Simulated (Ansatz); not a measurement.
A run on BH$_{5}$OSSi (`OBS[SiH3]`) with other settings.

```yaml
crystal:
  periodic: [false, false, false]
  atoms:
    - {symbol: O, position_ang: [0.187428, 0.922026, -1.698167]}
    - {symbol: B, position_ang: [0.689959, 1.454019, -0.569499]}
    - {symbol: S, position_ang: [0.586990, 0.766064, 1.119035]}
    - {symbol: Si, position_ang: [-0.400999, -1.113566, 0.884320]}
    - {symbol: H, position_ang: [-0.297393, 0.097837, -1.575055]}
    - {symbol: H, position_ang: [1.266663, 2.496076, -0.644925]}
    - {symbol: H, position_ang: [0.567663, -2.235269, 0.929397]}
    - {symbol: H, position_ang: [-1.110479, -1.167217, -0.428114]}
    - {symbol: H, position_ang: [-1.401232, -1.266171, 1.966110]}
basis:
  gaussian: {orbitals: aug-pcseg-2}
hamiltonian: {xc: {name: HF}}
correlation: {method: mp2}
output: {forces: true}
```

```sh
$ ansatz run in.yaml --threads 2 --pin off --events-out ev --progress --plain --max-ram 4352MiB
```

Output, abridged:

```
Functional definition: HF
  name "HF"
  cite "Fock, Z. Phys. 61, 126 (1930) doi:10.1007/BF01340294"
  parent pbe
  exchange = exact_x
  correlation = 0
1905 factors; integrals over basis functions are off by at most 7.8e-4 eV
mean field evaluation 1: about -21468.5745 eV, gradient 3.6e1 eV
mean field evaluation 2: about -21468.7472 eV, gradient 3.6e1 eV
mean field evaluation 4: about -21471.8991 eV, gradient 3.7e0 eV
mean field evaluation 8: about -21471.9638 eV, gradient 2.5e-1 eV
mean field -21471.96419055 eV, -789.0801297827 hartree, gradient 3.5e-6 eV, S^2 0.000000; 0 other end points of the search recorded, 0 dependent functions left out
12 core orbitals not correlated: weight in the atoms' cores, before any rotation towards them, 1.000 or more for the frozen orbitals, at most 0.000 for the correlated occupied ones
reference -21471.96419055 eV, -789.0801297827 hartree; 12, 12 occupied and 283, 283 virtual orbitals, 1905 factors
second order -17.40231103 eV of doubles, -0.00000000 eV of singles
the calculation of the forces begins
mean field evaluation 16: about -21471.7434 eV, gradient 1.3e0 eV
Total energy: -21489.36650158 eV, -789.7196529173 hartree
Atom 0 at     0.187428     0.922026    -1.698167 Å, force    -0.158478    -0.188881    -0.280061 eV/Å
Atom 1 at     0.689959     1.454019    -0.569499 Å, force     0.226769     0.317651     0.259577 eV/Å
Atom 2 at     0.586990     0.766064     1.119035 Å, force    -0.020652    -0.050083     0.043789 eV/Å
Atom 3 at    -0.400999    -1.113566     0.884320 Å, force    -0.124751    -0.218866    -0.015794 eV/Å
Atom 4 at    -0.297393     0.097837    -1.575055 Å, force     0.038415     0.075984    -0.017514 eV/Å
Atom 5 at     1.266663     2.496076    -0.644925 Å, force    -0.100682    -0.174362    -0.021204 eV/Å
Atom 6 at     0.567663    -2.235269     0.929397 Å, force    -0.130254     0.176188    -0.001053 eV/Å
Atom 7 at    -1.110479    -1.167217    -0.428114 Å, force     0.115261     0.030990     0.181910 eV/Å
Atom 8 at    -1.401232    -1.266171     1.966110 Å, force     0.154371     0.031379    -0.149649 eV/Å
Dipole moment:    -0.197218    -0.365027     0.031694 e Å
```

Run time 26 s (2 threads of an Arm Neoverse V2 on a shared host); peak host memory 1.2 GiB.
